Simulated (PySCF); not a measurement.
Molecule: sum formula SiN3H5Br, net charge 0, doublet state. It need not be the lowest isomer of its formula. 
Geometry from a B3LYP-D3(BJ)/def2-TZVP (Ansatz) optimisation:
```
Si
N 1 1.6936
H 2 1.0067 1 122.02
H 2 1.0075 3 112.74 1 153.35
N 1 1.6989 2 108.18 3 -52.66
H 5 1.0057 1 122.93 2 154.53
H 5 1.0070 6 113.54 1 -163.99
N 1 1.7375 2 104.85 3 176.92
H 8 1.0216 1 113.44 2 172.07
Br 1 2.2665 2 116.54 3 65.01
```
Charge 0, spin multiplicity 2.

Dispersion corrections to the total energy (kcal/mol) from the dftd3 and dftd4 libraries through PySCF: D3(BJ) without and D4 with the three-body term, each with the damping fitted for the functional named.

```json
[
 {"functional": "B2GP-PLYP", "D3(BJ)": "-5.07", "D4": "…"},
 {"functional": "HSE06", "D3(BJ)": "-4.36", "D4": "-5.00"},
 {"functional": "LC-wPBE", "D3(BJ)": "-6.06", "D4": "…"},
 {"functional": "revPBE", "D3(BJ)": "…", "D4": "-17.76"},
 {"functional": "PW6B95", "D3(BJ)": "-3.50", "D4": "-5.28"},
 {"functional": "HF", "D3(BJ)": "-44.28", "D4": "-20.87"},
 {"functional": "B2PLYP", "D3(BJ)": "-5.34", "D4": "-4.40"}
]
```

### Question
Some entries are withheld; supply them.

### Answer

- B2GP-PLYP, D4: -2.68
- LC-wPBE, D4: -7.05
- revPBE, D3(BJ): -14.44
